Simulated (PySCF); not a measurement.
Input for PySCF: D3(BJ) and D4 dispersion corrections on CH4S (SMILES CS).

```python
from pyscf import gto
from pyscf.dispersion import dftd3, dftd4

mol = gto.M(
    atom='''
    C     1.16878456    0.09359459    4.28288106
    S    -0.63864542   -0.08870962    4.12906316
    H     1.55685850    0.81177001    3.56262620
    H     1.36574608    0.46475906    5.28718116
    H     1.67155222   -0.86390123    4.15979472
    H    -0.63209750   -0.58340233    2.86780896
    ''',
    basis='def2-svp',
    charge=0, spin=0, verbose=0, max_memory=1800)
d3, d4 = {}, {}
for xc in ['hf', 'pbe', 'blyp', 'revpbe', 'tpss', 'r2scan', 'b3lyp', 'pbe0', 'bhlyp', 'camb3lyp', 'b2plyp']:
    d3[xc] = float(dftd3.DFTD3Dispersion(mol, xc=xc, version='d3bj', atm=False).get_dispersion()['energy'])
    print(f'D3(BJ) {xc:10s} {d3[xc]:14.8f} Eh')
for xc in ['hf', 'pbe', 'blyp', 'revpbe', 'tpss', 'r2scan', 'b3lyp', 'pbe0', 'bhlyp', 'camb3lyp', 'b2plyp']:
    d4[xc] = float(dftd4.DFTD4Dispersion(mol, xc={'camb3lyp': 'cam-b3lyp'}.get(xc, xc), atm=True).get_dispersion()['energy'])
    print(f'D4     {xc:10s} {d4[xc]:14.8f} Eh')
```

The log:

```
D3(BJ) hf            -0.02879664 Eh
D3(BJ) pbe           -0.00300804 Eh
D3(BJ) blyp          -0.00648424 Eh
D3(BJ) revpbe        -0.00810636 Eh
D3(BJ) tpss          -0.00372426 Eh
D3(BJ) r2scan        -0.00075018 Eh
D3(BJ) b3lyp         -0.00526071 Eh
D3(BJ) pbe0          -0.00250464 Eh
D3(BJ) bhlyp         -0.00406783 Eh
D3(BJ) camb3lyp      -0.00215926 Eh
D3(BJ) b2plyp        -0.00236395 Eh
D4     hf            -0.01047964 Eh
D4     pbe           -0.00251520 Eh
D4     blyp          -0.00584908 Eh
D4     revpbe        -0.00923394 Eh
D4     tpss          -0.00342225 Eh
D4     r2scan        -0.00056908 Eh
D4     b3lyp         -0.00408888 Eh
D4     pbe0          -0.00206076 Eh
D4     bhlyp         -0.00285694 Eh
D4     camb3lyp      -0.00204268 Eh
D4     b2plyp        -0.00172912 Eh
```

The run finished.

Cost: roughly 0.05 core-seconds.
